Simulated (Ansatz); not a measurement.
Task: Name a neutral molecule of C, N, Si and H with LUMO energy (B3LYP/def2-TZVPP) between 0.10 and 0.40 eV and HOMO–LUMO gap (B3LYP/def2-TZVPP) between 5.80 and 6.10 eV (Ansatz, PBE0-D4/def2-TZVP geometry).

Result: `NC(N)=C[SiH3]` (0.36 eV, 6.10 eV). Other molecules can fit too; these were computed, each in one conformer that needn't be the lowest.

B3LYP here is the variant with VWN-RPA as its local correlation; programs differ in this.
